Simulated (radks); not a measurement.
Question: All-electron atom: P II in [Ne] 3p4 (not the ground configuration). Method: scalar-relativistic Kohn-Sham, PBEsol, spin-polarised, spherical densities, point nucleus; open shells are filled with parallel spins first; computed with a radial shooting solver on a logarithmic mesh with Libxc functionals. Some entries of the table are withheld. Estimate them.

orbital,occ.,eigenvalue (Ry),r(max) (bohr)
1s up,1,-153.9018,(1)
1s down,1,-153.8818,(2)
2s up,1,-13.74606,0.4193
2s down,1,-13.72412,0.4194
2p up,3,-10.12969,(3)
2p down,3,-10.10034,(4)
3p up,3,-1.18712,(5)
3p down,1,-1.02926,(6)

Answer: 
(1) 1s up r(max) (bohr): 0.06772
(2) 1s down r(max) (bohr): 0.06771
(3) 2p up r(max) (bohr): 0.3540
(4) 2p down r(max) (bohr): 0.3543
(5) 3p up r(max) (bohr): 1.721
(6) 3p down r(max) (bohr): 1.739
